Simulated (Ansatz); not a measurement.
WNF3. The state is a singlet with charge 0. Geometry relaxed at PBE0-D4/def2-SVP.

```tsv
atom	x (Å)	y (Å)	z (Å)
W1	-0.0401	0.0198	0.0482
N2	0.9666	-0.4766	-1.1621
F3	1.0510	1.0716	1.1253
F4	-0.6013	-1.5691	0.8340
F5	-1.3761	0.9543	-0.8454
```

In the def2 sets W takes a core potential; there is no spin–orbit coupling. The restricted singlet is unstable towards broken spin symmetry in Hartree–Fock (as tested in another run); at PBE0-D4/def2-SVP this wasn't settled.

Problem. Estimate the harmonic wavenumbers at RKS PBE0-D4/def2-SVP (Ansatz, unscaled). Is this a minimum?

Solution. 165, 165, 223, 336, 336, 715, 719, 719, 1198 cm⁻¹. Yes, no mode is imaginary beyond noise. Zero-point energy 27.4 kJ/mol. Hardware: 4 threads of Arm Neoverse V2 on a shared host. Wall time 13 s.
